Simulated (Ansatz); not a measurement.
`C[CH2][Sn][O]C(C)(C)C`, relaxed with RKS PBE0-D4/def2-TZVP in Ansatz from a PBE-D4/def2-SVP geometry. The force threshold is 0.005 eV/Å; the program also tests the step.

The species carries charge 0 and has multiplicity 1. Sn: def2 effective core potential.

Start:

```xyz
22

C     1.951   -1.566   -1.881
C     2.901   -1.042   -0.804
Sn    1.963   -0.389    1.119
O     0.237    0.046    0.116
C    -0.999    0.571    0.593
C    -1.308    1.817   -0.257
C    -0.949    0.949    2.082
C    -2.068   -0.511    0.359
H     1.125   -0.851   -2.066
H     2.470   -1.754   -2.846
H     1.478   -2.524   -1.578
H     3.442   -0.132   -1.156
H     3.696   -1.778   -0.549
H    -2.293    2.255    0.006
H    -1.314    1.550   -1.332
H    -0.528    2.589   -0.100
H    -1.918    1.370    2.420
H    -0.726    0.063    2.713
H    -0.164    1.711    2.271
H    -2.081   -0.806   -0.709
H    -3.079   -0.154    0.641
H    -1.835   -1.413    0.960
```

By how much does the energy fall, and how many steps does the optimiser take? (An estimate is asked.)

Computed: 11.37 kJ/mol, in 7 steps.

Which bonds change most? (Estimate.)

The calculation gave: Sn3–O4 from 2.043 to 1.984 Å; C2–Sn3 from 2.237 to 2.193 Å; C1–H10 from 1.112 to 1.095 Å; C1–H9 from 1.108 to 1.091 Å.

Give the relaxed structure. (An estimate is asked.)

The calculation gave: 
```xyz
22

C     1.945   -1.562   -1.878
C     2.872   -1.029   -0.796
Sn    1.927   -0.383    1.075
O     0.239    0.053    0.127
C    -0.990    0.568    0.592
C    -1.303    1.804   -0.246
C    -0.943    0.941    2.068
C    -2.050   -0.503    0.360
H     1.155   -0.846   -2.107
H     2.485   -1.784   -2.804
H     1.452   -2.486   -1.563
H     3.412   -0.140   -1.153
H     3.649   -1.756   -0.535
H    -2.275    2.228    0.020
H    -1.313    1.541   -1.305
H    -0.537    2.568   -0.090
H    -1.903    1.347    2.395
H    -0.719    0.068    2.687
H    -0.175    1.698    2.255
H    -2.063   -0.791   -0.693
H    -3.044   -0.146    0.638
H    -1.823   -1.392    0.954
```
